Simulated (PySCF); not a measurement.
System: C2H8BN2 (charge -1, singlet). It need not be the lowest isomer of its formula. Whether it binds its extra electron was not tested at this geometry. 
Geometry from a B3LYP-D3(BJ)/def2-TZVP (Ansatz) optimisation:
SMILES: [NH-]B(CC)N
```xyz
13

C     -1.6327    -1.1025    -0.0940
C     -0.7082    -0.2729     0.8113
B      0.5027     0.4750     0.0132
N      0.7108     1.8282    -0.1041
N      1.4131    -0.4945    -0.6761
H     -2.1040    -0.4623    -0.8464
H     -1.0626    -1.8586    -0.6404
H     -2.4361    -1.6168     0.4527
H     -1.3068     0.4710     1.3510
H     -0.2940    -0.9414     1.5846
H     -0.0235     2.3664     0.3544
H      1.6156    -1.3563    -0.1863
H      2.2761    -0.0606    -0.9784
```
Charge -1, spin multiplicity 1.

Dispersion corrections to the total energy (kcal/mol) from the dftd3 and dftd4 libraries through PySCF: D3(BJ) without and D4 with the three-body term, each with the damping fitted for the functional named.

```
functional  D3(BJ)      D4
----------  ------  ------
LC-wPBE      -5.08   -6.64
PW6B95       -2.60   -5.14
revPBE           ?  -20.48
r2SCAN       -1.62   -1.59
BHLYP        -7.13       ?
TPSS         -6.98       ?
PBE0         -4.79   -5.08
```

What belongs in the gaps?


- revPBE, D3(BJ): -14.40
- BHLYP, D4: -6.59
- TPSS, D4: -8.17
